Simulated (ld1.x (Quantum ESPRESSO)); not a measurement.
Bi: one change to a TM potential, before and after

bismuth, norm-conserving Troullier–Martins (Kleinman–Bylander form), made with ld1.x (Quantum ESPRESSO) 7.5 (PBE, scalar-relativistic). Core [Xe] 4f14 5d10, reference 6s2 6p3. Waves: 6s (bound): rc 1.80 bohr; 6p (bound): rc 2.65 bohr; 6d channel at -0.2 Ry: rc 2.70 bohr. Local part: the d channel. Core correction: Bessel-smoothed model core inside 1.70 bohr.

Change: wave 6s (bound): rc 1.80 bohr becomes 6s (bound): rc 2.12 bohr.

Cutoffs: the cutoffs (Ry, on a coarse ladder) from which the occupation-weighted sum of valence levels, in a spherical-Bessel basis at the reference potential, stays within 10 and 1 mRy of its value at 400 Ry; they do not see the model core or the augmentation charge, which bear on the density cutoff. Errors are all-electron minus pseudo energies relative to the spin-unpolarised reference configuration.

**Question.** How do hardness, ghosts and transferability respond?

**Answer.** The potential gets softer (25 Ry and 50 Ry → 21 Ry and 35 Ry); both files keep a bound ghost (p, s); the errors of the 6 common tests hardly move. A larger radius leaves more room for a smooth pseudo-wave, so fewer plane waves are needed.

```tsv
quantity	base	changed
cutoff, loose	25 Ry	21 Ry
cutoff, tight	50 Ry	35 Ry
bound ghosts	s, p	s, p
tests counted (converged, no solver errors)	6 of 7	6 of 7
error for 6s2 6p2, meV [ΔE 7.91 eV]	-23	-23
error for 6s2 6p1, meV [ΔE 23.16 eV]	-116	-115
error for 6s2 6p0, meV [ΔE 46.50 eV]	-308	-307
error for 6s2 6p2.5, meV [ΔE 3.10 eV]	-5.3	-5.3
error for 6s2 6p3.3, meV [ΔE -1.09 eV]	-0.3	-0.3
error for 6s0 6p5, meV [ΔE 20.50 eV]	-174	-178
s: phases at 2.97 bohr within 0.05 rad from the reference energy up to (Ry; the scan ends near 5)	0.9	0.9
p: phases at 2.97 bohr within 0.05 rad from the reference energy up to (Ry; the scan ends near 5)	2.1	2.1
d: phases at 2.97 bohr within 0.05 rad from the reference energy up to (Ry; the scan ends near 5)	0.2	0.2
```

Base: Tests not counted: 6s1 6p0 (solver errors, printed error -7.6 eV). Changed file: Tests not counted: 6s1 6p0 (solver errors, printed error +905 meV). A true bound ghost makes a file unfit for plane-wave use even where its test errors are small: the radial tests pick states by their node count and pass the ghost by. Where a test does run into it, the solver fails or the error is huge.
